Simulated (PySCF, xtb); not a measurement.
Si(F)2(Et)(NH2) (C2H7F2NSi), SMILES CC[Si](N)(F)F. One conformer was computed; it need not be the lowest.

Harmonic wavenumbers (cm⁻¹) from GFN2-xTB (xtb) at its own minimum, in rising order: 41, 121, 144, 157, 209, 233, 255, 267, 342, 426, 670, 727, 773, 821, 879, 961, 1000, 1033, 1079, 1238, 1306, 1419, 1479, 1499, 1506, 1508, 2972, 2989, 3024, 3041, 3048, 3487, 3535.

**Question.** What does PBE-D3(BJ)/def2-SVP (PySCF) give at its own minimum? (The exact figures need the calculation; the answer reports its results.)

**Answer.** 58, 129, 150, 175, 236, 287, 297, 331, 369, 392, 631, 667, 755, 843, 896, 908, 956, 963, 1028, 1204, 1227, 1346, 1377, 1423, 1431, 1486, 2972, 2973, 3023, 3060, 3065, 3502, 3599. Paired by order, the mean absolute difference is 38 cm⁻¹ and the zero-point energies are 60.3 and 59.7 kcal/mol.
